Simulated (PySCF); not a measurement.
**Static response to an electric field**

Compound: NbSMe3, C3H9NbS (singlet state).
Structure used (PBE0-D3(BJ)/def2-SVP), in Å, numbered top down from 1:
```
atom  x, y, z in Å
Nb1    0.003   -0.001    0.483
S2     0.018   -0.008    2.621
C3     2.031   -0.010   -0.174
H4     2.609    0.835    0.237
H5     2.040    0.056   -1.279
H6     2.539   -0.942    0.128
C7    -1.015    1.763   -0.147
H8    -2.063    1.765    0.199
H9    -1.007    1.792   -1.254
H10   -0.532    2.678    0.236
C11   -1.020   -1.758   -0.156
H12   -2.071   -1.753    0.184
H13   -0.546   -2.676    0.227
H14   -1.006   -1.784   -1.263
```

Level: wB97X-D/def2-SVPD (PySCF), static field, nuclei fixed, core orbitals frozen in the response. The polarisability tensor in these axes (au):

```
x   100.24  -0.07   0.14
y    -0.07 100.24  -0.03
z     0.14  -0.03 117.40
```

Q: Diagonalise the tensor; give its mean and Δα, where Δα² is half the sum of the squared differences of the eigenvalues.

A: Principal values 100.17, 100.31 and 117.40 au; mean 105.96 au = 15.70 Å³ = 17.47 × 10⁻⁴⁰ C²·m²/J; Δα = 17.16 au (16 % of the mean).

Q: What is the dipole moment, and where does it point?

A: (-0.03, 0.01, -3.42) D, 3.42 D in size, pointing from the negative to the positive side. Measured along this direction, the outermost atoms are S2 at the negative end and H14, H9 and H5 at the positive end.

Q: What depolarisation ratio follows for Rayleigh scattering of linearly polarised light, taking the static tensor?

A: ρ = 3Δα²/(45ᾱ² + 4Δα²) = 883.7/(505233 + 1178.3) = 0.00175.

Q: What molar refraction does this α imply?

A: Lorentz–Lorenz: R = (4π/3)N_A α = 2.5225 cm³/(mol·Å³) × 15.70 Å³ = 39.6 cm³/mol, in the limit of long wavelengths.

Q: Find the Langevin capture rate constant for O2+ (31.990 u) meeting this molecule (169.949 u), k = 2.342 × 10⁻⁹ cm³/s × √(α in Å³ / reduced mass in u).

A: The reduced mass is 26.92 u, so k = 1.79 × 10⁻⁹ cm³/s. The formula leaves out the permanent dipole, which adds to the capture rate.

Q: Sum over states: ᾱ = Σ f/ω², ω in Eh. What share falls to these 10 lowest TDDFT singlets (eV, f)? 3.67, 0.0000; 3.91, 0.0008; 3.91, 0.0009; 4.49, 0.0000; 4.50, 0.0261; 4.56, 0.0044; 4.56, 0.0047; 4.74, 0.0019; 4.74, 0.0020; 4.91, 0.0198.

A: They add up to 2.10 au, 2.0 % of the 105.96 au; the largest single term is 0.95 au, from the state at 4.50 eV. Terms in order: 0.00, 0.04, 0.04, 0.00, 0.95, 0.16, 0.17, 0.06, 0.07, 0.61 au. Higher excitations give the rest. The strengths listed sum to 0.061.

Geometry: PBE0-D3(BJ)/def2-SVP; no solvent, vibrations or thermal averaging. Atoms past krypton carry effective core potentials; spin–orbit coupling is left out.

The run behind these numbers computed excited states and ΔSCF ions as well. The run took 2.6 min of wall time (with the writing of density and orbital grids) on one thread of an Arm Neoverse V1 (shared host), and the process peaked at 1.1 GiB of memory.

Note: wB97X-D ran without an empirical dispersion term, which enters the total energy and its gradient alone.
